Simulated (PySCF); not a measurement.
C2H10OSi3. Atoms are numbered in the order given.

```xyz
16

Si     2.0384     0.6036    -0.7522
C      0.9096    -0.1473     0.5770
O      0.0050     0.8503     1.0654
Si    -1.5302     0.9700     0.3836
C     -1.7249    -0.6656    -0.5347
Si    -0.1643    -1.6113    -0.0458
H      2.7283     1.8231    -0.2368
H      1.1986     0.9906    -1.9302
H      3.0544    -0.4021    -1.1933
H      1.5423    -0.4806     1.4191
H     -2.5124     1.1583     1.4887
H     -1.6066     2.1407    -0.5414
H     -1.7499    -0.5004    -1.6236
H     -2.6413    -1.2039    -0.2497
H      0.4739    -2.3536    -1.1761
H     -0.4493    -2.5687     1.0667
```

Coordinates come from a PBE0-D3(BJ)/def2-SVP optimisation. The structure was generated by enumeration; whether it is a known compound was not checked. The values are those of a single conformer.

All values below come from PBE0/def2-TZVP (PySCF).

Gas-phase values at a fixed geometry.

Question: Estimate the frontier levels, gap, dipole moment. (An estimate is asked for; the answer gives what the named calculation found.)

Answer: 
- highest occupied level: -7.33 eV
- lowest empty level: 0.04 eV
- orbital gap: 7.37 eV
- dipole moment: 1.33 D
- quadrupole, principal values (traceless, Buckingham form, about the centre of nuclear charge): -4.36, -0.92, 5.29 D·Å
